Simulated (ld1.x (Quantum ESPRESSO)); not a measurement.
# What one change does to a pseudopotential (Si (Z = 14), TM)

silicon, norm-conserving Troullier–Martins (Kleinman–Bylander form), made with ld1.x (Quantum ESPRESSO) 7.5 (LDA (PZ), scalar-relativistic). Core [Ne], reference 3s2 3p0 (charge +2). Waves: 3p (bound, empty): rc 1.90 bohr; 3d channel at 0.3 Ry: rc 1.95 bohr; 3s (bound): rc 1.40 bohr. Local part: the s channel. Core correction: Bessel-smoothed model core inside 0.85 bohr.

All-electron outer shells of the reference configuration (LDA (PZ), scalar-relativistic, ld1.x):

```tsv
shell	level (eV)	outermost node (bohr)	outermost maximum (bohr)
3s	-28.66	0.72	1.69
3p	-20.66	0.71	1.89
```

Change: wave 3s (bound): rc 1.40 bohr becomes 3s (bound): rc 2.00 bohr.

Cutoffs: the cutoffs (Ry, on a coarse ladder) from which the occupation-weighted sum of valence levels, in a spherical-Bessel basis at the reference potential, stays within 10 and 1 mRy of its value at 400 Ry; they do not see the model core or the augmentation charge, which bear on the density cutoff. Errors are all-electron minus pseudo energies relative to the spin-unpolarised reference configuration.

Q: What does the change do?

A: The potential gets softer (35 Ry and 80 Ry → 15 Ry and 35 Ry); of the 9 tests that both files solve, the error grows in 3 and shrinks in 1 by more than 15 % and 0.3 meV (median size 21.9 → 25.1 meV); neither file shows a bound ghost. A larger radius leaves more room for a smooth pseudo-wave, so fewer plane waves are needed.

| quantity | base | changed |
| --- | --- | --- |
| cutoff, loose | 35 Ry | 15 Ry |
| cutoff, tight | 80 Ry | 35 Ry |
| bound ghosts | none | none |
| error for 3s2 3p2, meV [ΔE -23.94 eV] | +31 | +35 |
| error for 3s2 3p1, meV [ΔE -16.11 eV] | +12 | +14 |
| error for 3s1 3p0, meV [ΔE 34.14 eV] | +6.9 | +2.2 |
| error for 3s0 3p4, meV [ΔE -10.16 eV] | +13 | +14 |
| error for 3s2 3p2.3, meV [ΔE -24.90 eV] | +34 | +40 |
| error for 3s2 3p1.5, meV [ΔE -20.98 eV] | +22 | +25 |
| error for 3s1 3p3, meV [ΔE -17.14 eV] | +24 | +28 |
| error for 3s2 3p2 (spin-polarised), meV [ΔE -24.55 eV] | +39 | +44 |
| error for 3s2 3p1 (spin-polarised), meV [ΔE -16.32 eV] | +15 | +17 |
